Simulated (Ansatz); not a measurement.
Mulliken charges of C$_{2}$H$_{5}$FGeO (`O[C]1(F)[CH2][GeH2]1`) from r2SCAN/def2-TZVPP in Ansatz (PBE0-D4/def2-TZVP geometry).

| atom | x (Å) | y (Å) | z (Å) | charge (e) |
| --- | --- | --- | --- | --- |
| O1 | -0.812 | -0.561 | 1.531 | -0.301 |
| C2 | 0.188 | -0.163 | 0.696 | 0.304 |
| F3 | 1.393 | -0.083 | 1.349 | -0.209 |
| C4 | 0.245 | -0.894 | -0.610 | -0.234 |
| Ge5 | -0.106 | 1.032 | -0.841 | 0.013 |
| H6 | -0.999 | 0.150 | 2.152 | 0.220 |
| H7 | 1.230 | -1.246 | -0.897 | 0.098 |
| H8 | -0.560 | -1.599 | -0.788 | 0.088 |
| H9 | -1.531 | 1.438 | -1.198 | 0.010 |
| H10 | 1.037 | 1.877 | -1.391 | 0.011 |

By hand: the dipole of these point charges (1 e Å = 4.8032 D).

Σ q r = (-0.201, 0.164, -0.110) e Å, of length 0.282 e Å = 1.35 D.

How does the dipole of the full density compare? (Estimate.)

Ansatz gave: (-0.200, 0.207, -0.115) e Å, 1.49 D; the point charges give 0.91 times that, at 6° from its direction.

Point charges leave out the atoms' own dipoles, such as those of lone pairs, and Mulliken's split depends on the basis, so the close match here is no proof of good charges.
